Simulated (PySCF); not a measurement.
**CH8NP2Si: g tensor and hyperfine couplings**

Species: CH₈NP₂Si (doublet state).
Numbering: `[CH3:1][N:2][SiH:3]([PH2:4])[PH2:5]` (hydrogens: H6, H7, H8 on C1; H9 on Si3; H10, H11 on P4; H12, H13 on P5)

Geometry (GFN2-xTB, Å), atoms numbered from 1 in this order:
```xyz
13
CH8NP2Si angstrom
C      2.2108   -0.3904   -0.4790
N      0.8009   -0.2852   -0.3748
Si    -0.2550    0.1847    0.7951
P     -1.7788   -1.5086    1.0672
P     -1.6382    1.7730   -0.1329
H      2.5105   -1.4271   -0.2918
H      2.5059   -0.1465   -1.5033
H      2.7579    0.2479    0.2192
H     -0.0346    0.6962    2.1611
H     -2.8925   -0.7408    0.7567
H     -1.6869   -2.0090   -0.2178
H     -0.6236    2.5156   -0.7062
H     -1.8808    1.0906   -1.3113
```

The hyperfine couplings belong to this conformer and change with its torsions.

Method used: UKS B3LYP, pcH-1 on C H N P Si, non-relativistic, mean-field spin-orbit, GIAO in PySCF 2.14.0. One conformer (not necessarily the lowest) at the GFN2-xTB geometry, without solvent, vibrations or thermal averaging. The geometry wasn't refined by DFT: couplings that depend on bond lengths, twists or pyramidal angles can differ widely from those at the functional's own minimum. The SCF solution wasn't tested for stability.

| Property | Result |
| --- | --- |
| g1, g2, g3 | 2.00243, 2.00393, 2.00828 |
| g_iso | 2.00488 |
| Form of g | rhombic: the two nearest values differ by 26 % of g3 − g1 |
| ⟨S²⟩ | 0.7582 (exact 0.7500) |
| α and β electrons | 33, 32 |
| HOMO–LUMO gap, α and β orbitals | 6.18, 3.09 eV |
| Basis functions | 235 |

Isotropic coupling and dipolar principal values T1 to T3, in mT; ρ(0) is the spin density at the nucleus (MHz turned into mT with g_iso):

```
atom  isotope  a_iso  of which spin–orbit     T1     T2    T3  Mulliken spin population  ρ(0) (bohr⁻³)
  C1      13C  -0.98                 0.00  -0.15   0.06  0.09                     -0.05        -0.0246
  N2      14N   0.91                 0.00  -1.24  -1.18  2.42                      0.76         0.0791
 Si3     29Si   2.53                 0.00  -0.28  -0.06  0.34                     -0.08        -0.0801
  P4      31P  -1.05                -0.02  -1.77  -1.56  3.32                      0.12        -0.0161
  P5      31P  -0.74                -0.02  -2.50  -2.30  4.80                      0.17        -0.0110
  H6       1H   5.87                 0.00  -0.22  -0.10  0.32                      0.07         0.0368
  H7       1H   1.97                 0.00  -0.19  -0.14  0.32                      0.02         0.0124
  H8       1H   0.86                 0.00  -0.16  -0.13  0.29                      0.01         0.0054
  H9       1H  -0.27                 0.00  -0.08  -0.05  0.13                     -0.01        -0.0017
 H10       1H  -0.17                 0.00  -0.13   0.04  0.09                      0.00        -0.0010
 H11       1H   0.05                 0.00  -0.13  -0.01  0.14                      0.00         0.0003
 H12       1H  -0.24                 0.00  -0.18   0.02  0.16                      0.00        -0.0015
 H13       1H  -0.07                 0.00  -0.16   0.01  0.15                      0.00        -0.0005
```

The largest Mulliken spin populations are on N2 (+0.76), P5 (+0.17), P4 (+0.12) and Si3 (-0.08). The positive populations add up to 1.15 and the negative ones to -0.15, together 2S = 1.

Axes: g2 points within 15° of the P5–H13 bond.

Under fast tumbling the dipolar parts average out, and these isotropic splittings remain: 3 × 1H (H6/H7/H8, I = 1/2, 4 lines) with 2.90 mT, 1 × 14N (N2, I = 1, 3 lines) with 0.91 mT, 2 × 31P (P4/P5, I = 1/2, 3 lines) with 0.89 mT, 1 × 1H (H9, I = 1/2, 2 lines) with 0.27 mT and 4 × 1H (H10/H11/H12/H13, I = 1/2, 5 lines) with 0.11 mT.

Means are taken over nuclei equivalent by connectivity, which assumes that they swap fast. The three 1H nuclei of mean +81.3 MHz run from 24.1 to 164.6 MHz in the frozen geometry. The 31P value of -25.1 MHz is a mean of couplings from -29.5 to -20.7 MHz in this one geometry, not an average over conformers. The 1H value of -3.0 MHz is a mean of couplings from -6.7 to 1.3 MHz in this one geometry, not an average over conformers.

The 13C coupling of C1 (-27.6 MHz) shows only in satellite lines or after enrichment, since that isotope makes up about 1.07 % of natural carbon.

The 29Si coupling of Si3 (71.1 MHz) shows only in satellite lines or after enrichment, since that isotope makes up about 4.7 % of natural silicon.

The spin density at the nucleus, in bohr⁻³, is negative for Si3 (-0.0801), C1 (-0.0246) and P4/P5 (-0.0135), for instance. A restricted open-shell determinant has no negative spin density anywhere; here it arises because α and β orbitals differ (spin polarisation).
